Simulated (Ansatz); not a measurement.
Gas-phase reaction R1 → 2 P1, each structure at its B3LYP-D3(BJ)/def2-TZVP stationary point, reached from a drawn start (curvature not checked).
P1: N atom, charge 0, multiplicity 4.
R1, N2 (SMILES N#N) (charge 0, multiplicity 1, Z-matrix in Å and degrees):
```
N
N 1 1.0909
```

P less R. No zero-point or thermal terms; singlets are restricted closed shells; open shells are unrestricted.

Correlated levels freeze the cores.

Run with Ansatz (a program for electronic structure). Each number belongs to the level named beside it.

PBE/def2-TZVPP gives 243.05 kcal/mol for the reaction energy.

How do the other levels lie against it? Give each less PBE: r2SCAN/def2-TZVPP, B3LYP/def2-TZVPP, wB97M-V/def2-TZVPP, B2PLYP/def2-TZVPP, MP2/cc-pVQZ, CCSD(T)/cc-pVQZ.

r2SCAN/def2-TZVPP -23.37; B3LYP/def2-TZVPP -13.81; wB97M-V/def2-TZVPP -12.92; B2PLYP/def2-TZVPP -14.43; MP2/cc-pVQZ -8.29; CCSD(T)/cc-pVQZ -20.59 kcal/mol. 0 of 6 lie above PBE; the widest gap is to r2SCAN/def2-TZVPP.
